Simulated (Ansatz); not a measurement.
`[F][Al]([Cl])[GeH3]`, relaxed with RKS PBE-D4/def2-SVP in the Gaussian-basis code of Ansatz from a rough embedded geometry. The force threshold is 0.03 eV/Å; the program also tests the step.

Total charge 0; spin multiplicity 1.

Start:

```xyz
7

F     1.104    2.454    0.732
Al    1.090    0.741    0.083
Cl    2.978   -0.146   -0.654
Ge   -0.970   -0.511   -0.049
H    -2.009    0.153   -0.901
H    -1.539   -0.756    1.426
H    -0.654   -1.936   -0.638
```

```csv
step,energy (eV),largest force (eV/Å),largest move (Å)
1,-78371.7373,2.270,0.000
2,-78372.0566,1.463,0.134
3,-78372.1127,0.643,0.117
4,-78372.1467,0.164,0.060
5,-78372.1488,0.044,0.023
6,-78372.1492,0.018,0.009
```

End:

```xyz
7

F     1.141    2.314    0.672
Al    1.125    0.749    0.066
Cl    2.977   -0.008   -0.599
Ge   -0.959   -0.547   -0.022
H    -2.027    0.175   -0.885
H    -1.554   -0.734    1.399
H    -0.704   -1.949   -0.632
```

It took 13 s on 2 threads of a server CPU on a shared host, with 0.17 GiB of host memory at the peak.
